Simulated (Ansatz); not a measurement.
All values below come from Ansatz (an electronic-structure program) with frozen-core CCSD(T)/def2-TZVPD // CAM-B3LYP-D3(BJ)/def2-TZVPD.

Ansatz 0.2 input:
```yaml
crystal:
  periodic: [false, false, false]
  atoms:
    - { symbol: O, position_ang: [1.647996, 0.189565, -0.05073] }
    - { symbol: Si, position_ang: [0.098193, 0.011303, -0.003022] }
    - { symbol: H, position_ang: [-0.742699, 1.247078, -0.29067] }
    - { symbol: H, position_ang: [-0.506011, -0.993572, -0.973649] }
    - { symbol: H, position_ang: [-0.497479, -0.454375, 1.31807] }
basis:
  gaussian: { orbitals: def2-TZVPD }
correlation:
  method: ccsd_t
total_charge: -1
```

Output:

```
Functional definition: HF
737 factors; integrals over basis functions are off by at most 1.3e-3 eV
mean field evaluation 1: about -9947.7665 eV, gradient 1.9e1 eV
mean field evaluation 2: about -9947.7729 eV, gradient 1.9e1 eV
mean field evaluation 4: about -9948.9031 eV, gradient 3.5e0 eV
mean field evaluation 8: about -9948.9368 eV, gradient 4.6e-4 eV
mean field evaluation 16: about -9948.9254 eV, gradient 1.8e-1 eV
mean field -9948.93678983 eV, -365.6166833946 hartree, gradient 2.0e-6 eV, S^2 0.000000; 0 other end points of the search recorded, 0 dependent functions left out
6 core orbitals not correlated
reference -9948.93678983 eV, -365.6166833946 hartree; 7, 7 occupied and 97, 97 virtual orbitals, 737 factors
second order -10.49925852 eV of doubles, -0.00000000 eV of singles
cycle   1  -10.55529061 eV  change   -5.6e-2 eV  update   1.0e-1
cycle   2  -10.88271169 eV  change   -3.3e-1 eV  update   3.6e-2
cycle   3  -10.99651268 eV  change   -1.1e-1 eV  update   1.8e-2
cycle   4  -10.98818734 eV  change    8.3e-3 eV  update   4.4e-3
cycle   5  -10.98549062 eV  change    2.7e-3 eV  update   2.0e-3
cycle   6  -10.98633035 eV  change   -8.4e-4 eV  update   6.9e-4
cycle   7  -10.98634254 eV  change   -1.2e-5 eV  update   2.2e-4
cycle   8  -10.98621703 eV  change    1.3e-4 eV  update   1.0e-4
cycle   9  -10.98620958 eV  change    7.4e-6 eV  update   3.5e-5
cycle  10  -10.98623715 eV  change   -2.8e-5 eV  update   1.4e-5
cycle  11  -10.98621957 eV  change    1.8e-5 eV  update   6.7e-6
cycle  12  -10.98621974 eV  change   -1.7e-7 eV  update   2.2e-6
perturbative correction -0.42328288 eV, -0.0155553589 hartree
Total energy: -9960.34629245 eV, -366.0359748822 hartree
```

Cost: about 6 core-seconds (a rough figure).
